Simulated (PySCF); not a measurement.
Electron correlation in Si⁺ (silicon, charge +1)

[Ne] 3s2 3p1, 2P determinant. Computed with PySCF 2.14 in def2-QZVPPD, with no relativity, point nucleus. Frozen: [Ne]; 3 electrons correlated.

```json
{"level": "CCSD", "correlation energy (mhartree)": "-60.17"}
{"level": "(T)", "correlation energy (mhartree)": "-1.21"}
{"level": "CCSD(T)", "correlation energy (mhartree)": "-61.38"}
```

Diagnostics: T1 = 0.015, D1 = 0.0328, largest double amplitude 0.104.

Cost of the coupled-cluster step: about 4 core-seconds, for 3 correlated electrons.

Iterations:

```
CC2 = 0
CCSD nocc = (np.int64(2), np.int64(1)), nmo = (71, 71)
frozen orbitals [[0, 1, 2, 3, 4], [0, 1, 2, 3, 4]]
max_cycle = 100
direct = 0
conv_tol = 1e-08
conv_tol_normt = 1e-06
diis_space = 8
diis_start_cycle = 0
Init t2, MP2 energy = -0.0442502724351963
Init E_corr(UCCSD) = -0.0442502724355622
cycle = 1  E_corr(UCCSD) = -0.0536357271801498  dE = -0.00938545474  norm(t1,t2) = 0.0535524
cycle = 2  E_corr(UCCSD) = -0.0572496391405791  dE = -0.00361391196  norm(t1,t2) = 0.0244776
cycle = 3  E_corr(UCCSD) = -0.0601627275390816  dE = -0.0029130884  norm(t1,t2) = 0.0120499
cycle = 4  E_corr(UCCSD) = -0.060143363915495  dE = 1.93636236e-05  norm(t1,t2) = 0.00164566
cycle = 5  E_corr(UCCSD) = -0.0601734812820434  dE = -3.01173665e-05  norm(t1,t2) = 0.000225908
cycle = 6  E_corr(UCCSD) = -0.060163012680809  dE = 1.04686012e-05  norm(t1,t2) = 4.60354e-05
cycle = 7  E_corr(UCCSD) = -0.0601663368326641  dE = -3.32415186e-06  norm(t1,t2) = 1.49906e-05
cycle = 8  E_corr(UCCSD) = -0.0601658420306163  dE = 4.94802048e-07  norm(t1,t2) = 3.56365e-06
cycle = 9  E_corr(UCCSD) = -0.0601658136898761  dE = 2.83407402e-08  norm(t1,t2) = 5.21112e-07
cycle = 10  E_corr(UCCSD) = -0.06016583013783  dE = -1.6447954e-08  norm(t1,t2) = 1.35215e-07
cycle = 11  E_corr(UCCSD) = -0.0601658303482406  dE = -2.10410543e-10  norm(t1,t2) = 3.03944e-08
UCCSD converged
E(UCCSD) = -288.6382504829975  E_corr = -0.06016583034824059
UCCSD(T) correction = -0.00120552278732595
```
